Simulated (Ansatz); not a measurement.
Molecule: C$_{2}$H$_{7}$Al, charge 0, multiplicity 1. SMILES: [CH3][AlH][CH3]
Geometry: optimised at B3LYP-D3(BJ)/def2-TZVP (Ansatz, a program for electronic structure).

Property: vertical ionisation energy (to the doublet state of charge +1; each state is the SCF solution reached for its spin; for the doublet the Hartree-Fock reference is unstable and T1 is 0.019), in eV. Correlated levels leave the core frozen unless marked. Open shells are spin-unrestricted. No spin-orbit coupling. No relativistic terms. 

```csv
level,program,vertical ionisation energy (eV)
HF/aug-cc-pV(Q+d)Z,Ansatz,9.26
RI-HF/aug-cc-pV(T+d)Z,Ansatz,9.26
SVWN5/def2-TZVPD,Ansatz,9.79
PBE/def2-TZVPD,Ansatz,9.62
r2SCAN/def2-TZVPD,Ansatz,9.70
B3LYP/def2-TZVPD,Ansatz,9.84
PBE0/def2-TZVPD,Ansatz,9.84
CAM-B3LYP/def2-TZVPD,Ansatz,10.02
wB97M-V/def2-TZVPD,Ansatz,10.07
RI-MP2/aug-cc-pV(Q+d)Z,Ansatz,10.39
CCSD/aug-cc-pV(D+d)Z,Ansatz,10.06
CCSD/aug-cc-pV(T+d)Z,Ansatz,10.14
CCSD(T)/aug-cc-pV(D+d)Z,Ansatz,10.06
CCSD(T)/aug-cc-pV(T+d)Z,Ansatz,10.15
```
